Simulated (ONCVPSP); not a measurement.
# O (Z = 8): variants of one ONCV potential

Base potential:

ONCVPSP 4.0.1 input, shortened (lines: element, Z, core and valence counts, functional; n l f; lmax; l rc ep ncon nbas qcut; lloc lpopt rc5 dvloc0; l nproj debl; icmod fcfact rcfact), LDA (Perdew-Wang 92), scalar-relativistic:

```
  O 8.00    1    2  -001012      upf
    1    0    2.00
    2    0    1.50
    2    1    4.50
    2
    0    0.60    0.00    4    7   10.20
    1    1.75    0.00    5    8    9.70
    2    1.45    0.38    4    8    6.00
    4    5    0.60    4.00
    0    2    3.10
    1    2    3.00
    2    2    1.30
    3    3.00    1.30
```

Cutoffs, loose and tight: the cutoffs (Ha) at which the residual kinetic energy of the hardest occupied pseudo-wave falls to 1 and 0.1 mHa per electron. They do not see the model core or the augmentation charge, which bear on the density cutoff. Test errors are all-electron minus pseudo excitation energies from the reference, over the configurations 2s2 2p4; 2s2 2p3; 2s2 2p2; 2s0 2p6. A dash means not determined; rows that change the core or the reference have their own tests.

A true bound ghost makes a file unfit for plane-wave use even where its test errors are small: the radial tests pick states by their node count and pass the ghost by.

| change | outcome | cutoff, loose | cutoff, tight | bound ghosts | GHOST(+) flags above zero | largest test error (meV) |
| --- | --- | --- | --- | --- | --- | --- |
| base | generated | 268 Ha | 345 Ha | s | none | +354 |
| d: debl 1.55 | generated | 268 Ha | 345 Ha | s | none | +354 |
| s: nbas 9 | generated | 140 Ha | 626 Ha | s | none | +354 |
| core correction Teter function, fcfact 3, rcfact 1.68 | generated | 268 Ha | 345 Ha | s | none | +343 |
